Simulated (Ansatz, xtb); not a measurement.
Two isomers of C3H2F3N

We compare X, `FC(F)(F)[C@@H]1C=N1`, a singlet, with Y, `N#C[C@H](F)C(F)F`, a singlet. Both are isolated molecules in the gas phase, relaxed with B3LYP/def2-SVP, each in the lowest conformer that the search found.

X (Å):

```yaml
atoms:
  - { symbol: C, position_ang: [-0.7524, -1.3468, -1.1004] }
  - { symbol: C, position_ang: [-1.4001, -0.0581, -1.5447] }
  - { symbol: C, position_ang: [-1.3002, 1.1557, -0.7583] }
  - { symbol: F, position_ang: [-0.4029, -1.3058, 0.1943] }
  - { symbol: F, position_ang: [-1.5676, -2.3977, -1.2752] }
  - { symbol: F, position_ang: [0.3593, -1.5820, -1.8222] }
  - { symbol: N, position_ang: [-2.4098, 0.5952, -0.6083] }
  - { symbol: H, position_ang: [-1.6226, -0.0402, -2.6194] }
  - { symbol: H, position_ang: [-0.7552, 2.0415, -0.4236] }
```

Y (Å):

```xyz
9

C    -1.9767   -1.6186   -1.0677
C    -1.6834   -0.1975   -1.3138
C    -0.2329    0.1584   -0.9571
F    -1.8895    0.1056   -2.6349
F    -0.0813    1.4932   -1.0762
F    -0.0032   -0.1946    0.3270
N    -2.2100   -2.7373   -0.8870
H    -2.3465    0.4259   -0.6877
H     0.4892   -0.3514   -1.6185
```

Estimate which is lower in electronic energy at CCSD(T)/def2-SVP + ΔMP2/def2-TZVPP, and by roughly how much.

The CCSD(T)/def2-SVP + ΔMP2/def2-TZVPP calculation puts structure Y lower, by 22.4 kcal/mol.

The same difference at several levels:

```json
{"level": "GFN2-xTB", "geometry": "GFN2-xTB", "E(Y) − E(X) (kcal/mol)": "−14.6", "departure from the last row (kcal/mol)": "+7.8", "job, with rough time for the two": "optimisation, 0.17 s"}
{"level": "HF/STO-3G", "geometry": "GFN2-xTB", "E(Y) − E(X) (kcal/mol)": "−35.1", "departure from the last row (kcal/mol)": "−12.7", "job, with rough time for the two": "single point, 0.58 s"}
{"level": "r2SCAN-D4/def2-SVP", "geometry": "GFN2-xTB", "E(Y) − E(X) (kcal/mol)": "−14.0", "departure from the last row (kcal/mol)": "+8.4", "job, with rough time for the two": "single point, 3.8 s"}
{"level": "B3LYP/def2-SVP", "geometry": "B3LYP/def2-SVP", "E(Y) − E(X) (kcal/mol)": "−18.6", "departure from the last row (kcal/mol)": "+3.8", "job, with rough time for the two": "optimisation, 59 s"}
{"level": "HF/def2-SVP", "geometry": "B3LYP/def2-SVP", "E(Y) − E(X) (kcal/mol)": "−25.1", "departure from the last row (kcal/mol)": "−2.7", "job, with rough time for the two": "part of the CCSD(T) run"}
{"level": "MP2/def2-SVP", "geometry": "B3LYP/def2-SVP", "E(Y) − E(X) (kcal/mol)": "−20.2", "departure from the last row (kcal/mol)": "+2.2", "job, with rough time for the two": "part of the CCSD(T) run"}
{"level": "CCSD(T)/def2-SVP", "geometry": "B3LYP/def2-SVP", "E(Y) − E(X) (kcal/mol)": "−20.1", "departure from the last row (kcal/mol)": "+2.3", "job, with rough time for the two": "single point"}
{"level": "CCSD(T)/def2-SVP + ΔMP2/def2-TZVPP", "geometry": "B3LYP/def2-SVP", "E(Y) − E(X) (kcal/mol)": "−22.4", "departure from the last row (kcal/mol)": "", "job, with rough time for the two": "single point, 47 s"}
```

As drawn, Y has 1 C≡N in place of 1 C=N, 1 C–N. Structure X has a 3-membered ring, Y no ring.

None of the levels shown reverses the order. The largest departure from CCSD(T)/def2-SVP + ΔMP2/def2-TZVPP is that of HF/STO-3G, 12.7 kcal/mol. The last row adds to CCSD(T) the change of the MP2 difference between the two basis sets, here −2.3 kcal/mol.

With harmonic frequencies from B3LYP/def2-SVP (ideal gas, rigid rotor, one conformer each, 298.15 K, 1 atm): on the last row, ΔE + ΔZPE = −21.7, ΔH = −21.4, ΔG = −22.1 kcal/mol.

The correlated steps freeze 7 core orbitals. Run with Ansatz 0.2.0, xtb 6.7.1; the last row on 2 threads of Intel(R) Xeon(R) Platinum 8259CL CPU @ 2.50GHz (Skylake/Cascade Lake) on a shared host.
